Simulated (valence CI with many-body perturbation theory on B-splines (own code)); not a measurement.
## Forbidden lines of Sm XXIV

Calculated by valence CI with perturbative core correlation (CI+MBPT): three valence electrons over a frozen Dirac-Fock core [Kr], radial functions for each j: 7 s, 7 p, 8 d, 6 f, 4 g, 1 h, with the one-electron correlation potential Σ1 (screened to all orders), the two-electron term Σ2, the three-electron term Σ3, Breit, model QED; selected single and double excitations, second order for the rest, scaled by the run's own slope (own B-spline code, finite nucleus).

No measured spectrum was set against this ion. As an estimate, terms of the open shell hold to 2 to 4 % of their energy, and close levels can change places. The list stops below the first excitations out of the core.

Lines 51 to 69 of 69 in falling wavelength, among levels below 715390 cm⁻¹, chosen from the decays that carry over 1 % of a level's rate. Wavelengths and rates use the calculated energies, so an error of 3000 cm⁻¹ moves a line at 1039 Å by 3.1 % and its rate by three times that or more. Weak lines are less certain than strong ones. Lines between different terms over intervals too small for the method are left out, as are lines whose strength nearly cancels. Where a level lies close to another of its J and parity, the split of strength between their lines is uncertain. The highest levels of a list are the least certain.

Levels are named by their leading jj configuration (3d3/2^4 stands for four electrons in 3d with j = 3/2), which in mixed levels can hold well under half, so a name can repeat and another be missing. Letters in brackets count levels of one name in rising energy.

| λ vac (Å) | Upper | Lower | Type | A (s⁻¹) | Branch % |
| --- | --- | --- | --- | --- | --- |
| 1039 | (4d3/2 4d5/2^2) J=5/2 [a] | (4d3/2^2 4d5/2) J=5/2 [a] | M1 | 3.10e+02 | 12.9 |
| 970.7 | (4d3/2 4d5/2^2) J=5/2 [b] | (4d3/2^2 4d5/2) J=5/2 [a] | M1 | 5.55e+01 | 2.8 |
| 969.2 | (4d5/2^3) J=9/2 | (4d3/2^2 4d5/2) J=7/2 | M1 | 1.94e+02 | 3.6 |
| 963.0 | (4d5/2^3) J=5/2 | (4d3/2 4d5/2^2) J=3/2 [a] | M1 | 2.86e+03 | 27.5 |
| 924.5 | (4d3/2 4d5/2^2) J=3/2 [b] | (4d3/2^2 4d5/2) J=5/2 [b] | M1 | 1.49e+02 | 2.5 |
| 910.8 | (4d3/2 4d5/2^2) J=7/2 [b] | (4d3/2^2 4d5/2) J=5/2 [a] | M1 | 1.89e+02 | 11.5 |
| 889.6 | (4d5/2^3) J=3/2 | (4d3/2^2 4d5/2) J=3/2 | M1 | 4.09e+02 | 7.3 |
| 884.9 | (4d3/2 4d5/2^2) J=3/2 [a] | (4d3/2^3) J=3/2 | M1 | 3.31e+02 | 5.5 |
| 842.4 | (4d3/2 4d5/2^2) J=1/2 | (4d3/2^3) J=3/2 | M1 | 7.04e+01 | 2.1 |
| 826.4 | (4d5/2^3) J=5/2 | (4d3/2^2 4d5/2) J=5/2 [b] | M1 | 1.31e+03 | 12.6 |
| 824.6 | (4d5/2^3) J=5/2 | (4d3/2 4d5/2^2) J=7/2 [a] | M1 | 1.31e+03 | 12.6 |
| 765.9 | (4d5/2^3) J=3/2 | (4d3/2^2 4d5/2) J=5/2 [a] | M1 | 1.02e+03 | 18.2 |
| 758.8 | (4d3/2 4d5/2^2) J=5/2 [a] | (4d3/2^3) J=3/2 | M1 | 1.38e+02 | 5.8 |
| 721.5 | (4d3/2 4d5/2^2) J=5/2 [b] | (4d3/2^3) J=3/2 | M1 | 1.76e+02 | 8.9 |
| 708.5 | (4d3/2 4d5/2^2) J=3/2 [b] | (4d3/2^2 4d5/2) J=1/2 | M1 | 1.84e+02 | 3.1 |
| 665.3 | (4d3/2 4d5/2^2) J=3/2 [b] | (4d3/2^2 4d5/2) J=3/2 | M1 | 4.36e+02 | 7.5 |
| 614.2 | (4d5/2^3) J=5/2 | (4d3/2^2 4d5/2) J=7/2 | M1 | 2.65e+02 | 2.5 |
| 601.9 | (4d5/2^3) J=3/2 | (4d3/2^3) J=3/2 | M1 | 7.12e+01 | 1.3 |
| 593.6 | (4d3/2 4d5/2^2) J=3/2 [b] | (4d3/2^2 4d5/2) J=5/2 [a] | M1 | 4.03e+02 | 6.9 |
